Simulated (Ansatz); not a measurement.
`N[Si](N)(Cl)Cl` + HBr → `N[Si](N)(Cl)Br` + HCl  (ligand exchange at the Si–Cl bond)

Gas-phase electronic energies from Ansatz, PBE0-D4/def2-TZVP geometries. CBS: MP2 limit from def2 TZ/QZ plus the TZ coupled-cluster correction, frozen cores. This one scheme is used for every species. Functionals use def2-TZVPP. HSE06 is defined as in plane-wave codes. For Br outer-core shells are correlated without core-valence functions, which leaves a few kJ/mol of doubt a bond. Scalar relativity is left out up to krypton. Each species was taken in one conformer, which may not be the lowest.

Is it downhill or uphill in electronic energy at CCSD(T)/CBS, and by how much? (Best estimate.)

The calculation gave: Uphill: ΔE = +3.9 kJ/mol.

What do these levels give: BLYP-D4, HSE06-D4, CAM-B3LYP-D4, ωB97M-V, r2SCAN, r2SCAN0, HSE06, CCSD/def2-SVP, CCSD(T)/def2-SVP, SCS-MP2/def2-TZVPP, HF/CBS(def2), CCSD/CBS(def2)? (Estimate.)

Ansatz gave: BLYP-D4 7.2, HSE06-D4 4.7, CAM-B3LYP-D4 8.8, ωB97M-V 7.1, r2SCAN 7.3, r2SCAN0 6.8, HSE06 5.8, CCSD/def2-SVP 10.4, CCSD(T)/def2-SVP 9.8, SCS-MP2/def2-TZVPP 5.7, HF/CBS(def2) 9.6, CCSD/CBS(def2) 4.3 kJ/mol.

Largest T1 diagnostic among the species: 0.009.

In def2-TZVPP, CCSD(T) changes the Hartree–Fock value by −3.1 kJ/mol (the triples alone add −0.4 kJ/mol) and MP2 by −4.9 kJ/mol. Leaving LDA and LC-ωPBE aside and taking each functional with its dispersion term where it has one, the values, not all of them listed here, spread over 5.9 kJ/mol, from HSE06-D4 to B97M-V.
